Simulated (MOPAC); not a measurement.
Input file for MOPAC: PM7 on C3H10S (a complex), monomers drawn apart or pushed together.

```
PM7 1SCF PRECISE CHARGE=0 THREADS=1
C3H10S

C     -0.52661779 1     0.55891932 1     0.23314063 1
C      0.54676888 1    -0.52324371 1     0.16283820 1
H     -1.27738849 1     0.42071560 1    -0.54716794 1
H     -0.09607454 1     1.55381185 1     0.10066624 1
H     -1.04303410 1     0.54068347 1     1.19447895 1
H      0.11664766 1    -1.51697165 1     0.30424052 1
H      1.30963341 1    -0.38017185 1     0.93139916 1
H      1.05493797 1    -0.52025542 1    -0.80339771 1
C      0.83582337 1     0.88121186 1     3.50362987 1
S     -0.32087655 1    -0.50815450 1     3.72969199 1
H      0.70786017 1     1.34605074 1     2.52856508 1
H      0.59035729 1     1.60879020 1     4.27530751 1
H      1.86701933 1     0.56201230 1     3.63833883 1
H      0.14602774 1    -1.27439351 1     2.73134605 1
```

The log:

```
*******************************************************************************
 **                                                                           **
 **                              MOPAC v23.2.5                                **
 **                                                                           **
 *******************************************************************************
 ** MOPAC's Digital Object Identifier: https://doi.org/10.5281/zenodo.6511958 **
 **                                                                           **
 ** Please cite the open-source release paper for use of this MOPAC version:  **
 ** J. E. Moussa and J. J. P. Stewart (2026)                                  **
 ** MOPAC: An open-source semiempirical molecular orbital program             **
 ** J. Open Source Softw., 11(119), 8025, https://doi.org/10.21105/joss.08025 **
 *******************************************************************************

                              PM7 CALCULATION RESULTS

 *******************************************************************************
 *  PM7        - The PM7 Hamiltonian to be used
 *
 *
 *
 *                 CHARGE ON SYSTEM = 0
 *
 *
 *
 *  PRECISE    - TIGHTER CRITERIA TO BE USED
 *  1SCF       - DO 1 SCF AND THEN STOP
 *  THREADS=1  - MULTI-THREADING NOT USED
 *  T=         - A TIME OF 172800.0 SECONDS REQUESTED
 *  DUMP=N     - RESTART FILE WRITTEN EVERY 7200.0 SECONDS REQUESTED
 *******************************************************************************
PM7 1SCF PRECISE CHARGE=0 THREADS=1
 C3H10S

   ATOM   CHEMICAL          X               Y               Z
  NUMBER   SYMBOL      (ANGSTROMS)     (ANGSTROMS)     (ANGSTROMS)

     1       C         -0.52661779  *   0.55891932  *   0.23314063  *
     2       C          0.54676888  *  -0.52324371  *   0.16283820  *
     3       H         -1.27738849  *   0.42071560  *  -0.54716794  *
     4       H         -0.09607454  *   1.55381185  *   0.10066624  *
     5       H         -1.04303410  *   0.54068347  *   1.19447895  *
     6       H          0.11664766  *  -1.51697165  *   0.30424052  *
     7       H          1.30963341  *  -0.38017185  *   0.93139916  *
     8       H          1.05493797  *  -0.52025542  *  -0.80339771  *
     9       C          0.83582337  *   0.88121186  *   3.50362987  *
    10       S         -0.32087655  *  -0.50815450  *   3.72969199  *
    11       H          0.70786017  *   1.34605074  *   2.52856508  *
    12       H          0.59035729  *   1.60879020  *   4.27530751  *
    13       H          1.86701933  *   0.56201230  *   3.63833883  *
    14       H          0.14602774  *  -1.27439351  *   2.73134605  *



          CARTESIAN COORDINATES

    NO.       ATOM           X           Y           Z

     1         C         -0.5266      0.5589      0.2331
     2         C          0.5468     -0.5232      0.1628
     3         H         -1.2774      0.4207     -0.5472
     4         H         -0.0961      1.5538      0.1007
     5         H         -1.0430      0.5407      1.1945
     6         H          0.1166     -1.5170      0.3042
     7         H          1.3096     -0.3802      0.9314
     8         H          1.0549     -0.5203     -0.8034
     9         C          0.8358      0.8812      3.5036
    10         S         -0.3209     -0.5082      3.7297
    11         H          0.7079      1.3461      2.5286
    12         H          0.5904      1.6088      4.2753
    13         H          1.8670      0.5620      3.6383
    14         H          0.1460     -1.2744      2.7313

 General Reference for PM7:
 "Optimization of Parameters for Semiempirical Methods VI: More Modifications to the
 NDDO Approximations and Re-optimization of Parameters", J. J. P. Stewart, J. Mol. Mod., 1:32, 19 (2013)
 https://link.springer.com/article/10.1007/s00894-012-1667-x

           Empirical Formula: C3 H10 S  =    14 atoms



      MOLECULAR POINT GROUP   :   C1


      RHF CALCULATION, NO. OF DOUBLY OCCUPIED LEVELS = 14


 -------------------------------------------------------------------------------
 PM7 1SCF PRECISE CHARGE=0 THREADS=1
 C3H10S



     1SCF WAS SPECIFIED, SO BFGS WAS NOT USED
     SCF FIELD WAS ACHIEVED


                              PM7 CALCULATION
                                                       MOPAC v23.2.5 Linux




          FINAL HEAT OF FORMATION =        -22.92035 KCAL/MOL =     -95.89872 KJ/MOL


          COSMO AREA              =        134.98 SQUARE ANGSTROMS
          COSMO VOLUME            =        125.09 CUBIC ANGSTROMS

          IONIZATION POTENTIAL    =          8.862155 EV
          HOMO LUMO ENERGIES (EV) =         -8.862 -0.271
          NO. OF FILLED LEVELS    =         14
          MOLECULAR WEIGHT        =         78.1720         POINT GROUP:  C1

          MOLECULAR DIMENSIONS (Angstroms)

            Atom       Atom       Distance
            H    12    H     8     5.52647
            H     3    H    13     3.76851
            H     4    H    14     3.19135


          SCF CALCULATIONS        =          1





   ATOM   CHEMICAL          X               Y               Z
  NUMBER   SYMBOL      (ANGSTROMS)     (ANGSTROMS)     (ANGSTROMS)

     1       C         -0.52661779  *   0.55891932  *   0.23314063  *
     2       C          0.54676888  *  -0.52324371  *   0.16283820  *
     3       H         -1.27738849  *   0.42071560  *  -0.54716794  *
     4       H         -0.09607454  *   1.55381185  *   0.10066624  *
     5       H         -1.04303410  *   0.54068347  *   1.19447895  *
     6       H          0.11664766  *  -1.51697165  *   0.30424052  *
     7       H          1.30963341  *  -0.38017185  *   0.93139916  *
     8       H          1.05493797  *  -0.52025542  *  -0.80339771  *
     9       C          0.83582337  *   0.88121186  *   3.50362987  *
    10       S         -0.32087655  *  -0.50815450  *   3.72969199  *
    11       H          0.70786017  *   1.34605074  *   2.52856508  *
    12       H          0.59035729  *   1.60879020  *   4.27530751  *
    13       H          1.86701933  *   0.56201230  *   3.63833883  *
    14       H          0.14602774  *  -1.27439351  *   2.73134605  *

                             CARTESIAN COORDINATES

   1    C       -0.526617790     0.558919320     0.233140630
   2    C        0.546768880    -0.523243710     0.162838200
   3    H       -1.277388490     0.420715600    -0.547167940
   4    H       -0.096074540     1.553811850     0.100666240
   5    H       -1.043034100     0.540683470     1.194478950
   6    H        0.116647660    -1.516971650     0.304240520
   7    H        1.309633410    -0.380171850     0.931399160
   8    H        1.054937970    -0.520255420    -0.803397710
   9    C        0.835823370     0.881211860     3.503629870
  10    S       -0.320876550    -0.508154500     3.729691990
  11    H        0.707860170     1.346050740     2.528565080
  12    H        0.590357290     1.608790200     4.275307510
  13    H        1.867019330     0.562012300     3.638338830
  14    H        0.146027740    -1.274393510     2.731346050


           Empirical Formula: C3 H10 S  =    14 atoms



      MOLECULAR POINT GROUP   :   C1


                  EIGENVALUES
 -28.35471 -27.07710 -22.40561 -21.60435 -15.72309 -15.33398 -14.92373 -14.44852
 -13.34686 -13.03446 -12.18979 -12.15415 -11.09592  -8.86215  -0.27148   0.23463
   0.54971   0.65135   0.72550   1.96166   3.45301   4.29947   5.23285   5.28552
   5.42814   5.48486   5.96286   6.01431   6.29784   6.83159   7.01555


              NET ATOMIC CHARGES AND DIPOLE CONTRIBUTIONS

  ATOM NO.   TYPE          CHARGE      No. of ELECS.   s-Pop       p-Pop       d-Pop
    1          C          -0.428131        4.4281     1.04747     3.38067
    2          C          -0.423578        4.4236     1.04707     3.37651
    3          H           0.144132        0.8559     0.85587
    4          H           0.139276        0.8607     0.86072
    5          H           0.151337        0.8487     0.84866
    6          H           0.139302        0.8607     0.86070
    7          H           0.133597        0.8664     0.86640
    8          H           0.144680        0.8553     0.85532
    9          C          -0.487553        4.4876     1.07071     3.41684
   10          S          -0.170756        6.1708     1.88596     4.15627     0.12853
   11          H           0.167005        0.8330     0.83300
   12          H           0.172027        0.8280     0.82797
   13          H           0.162000        0.8380     0.83800
   14          H           0.156662        0.8433     0.84334
 DIPOLE           X         Y         Z       TOTAL
 POINT-CHG.     0.839     0.259    -0.828     1.207
 HYBRID         0.531     0.254    -0.354     0.687
 SUM            1.371     0.513    -1.181     1.881


          ATOMIC ORBITAL ELECTRON POPULATIONS

     Atom    s        px        py        pz      x^2-y^2     xz        z^2       yz        xy
    1  C   1.04747   1.10246   1.09712   1.18108
    2  C   1.04707   1.10119   1.10270   1.17262
    3  H   0.85587
    4  H   0.86072
    5  H   0.84866
    6  H   0.86070
    7  H   0.86640
    8  H   0.85532
    9  C   1.07071   1.12326   1.09788   1.19571
   10  S   1.88596   1.49668   1.14414   1.51544   0.00919   0.01575   0.01673   0.04649   0.04037
   11  H   0.83300
   12  H   0.82797
   13  H   0.83800
   14  H   0.84334

 **********************
 *                    *
 * JOB ENDED NORMALLY *
 *                    *
 **********************




 == MOPAC DONE ==
```

The run finished.

Cost: about 0.04 core-seconds (a rough figure).
